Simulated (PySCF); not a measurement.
# H (hydrogen, neutral) across methods

1s1, 2S determinant. All numbers are calculated (PySCF 2.14, the non-relativistic Hamiltonian (point nucleus), in dyall-acv3z (10s3p2d, 29 functions)).

| method | E (hartree) | mean ε 1s α (eV) | Σ⟨r²⟩ (bohr²) | ⟨S²⟩ |
| --- | --- | --- | --- | --- |
| TPSSh | -0.5002 | -8.355 | 3.112 | 0.750 |
| wB97M-V | -0.4947 | -11.184 | 3.379 | 0.750 |
| HSE06 | -0.5015 | -8.723 | 3.155 | 0.750 |
| PW91 | -0.5016 | -7.652 | 3.234 | 0.750 |
| LDA | -0.4787 | -7.319 | 3.387 | 0.750 |
| UHF | -0.50000 | -13.606 | 3.000 | 0.750 |
| PBE0 | -0.5013 | -9.130 | 3.157 | 0.750 |
| r2SCAN | -0.5002 | -8.026 | 3.105 | 0.750 |
| PBE | -0.5000 | -7.595 | 3.238 | 0.750 |

For one electron the Hartree and exchange-correlation energies should cancel; what remains is the self-interaction error.
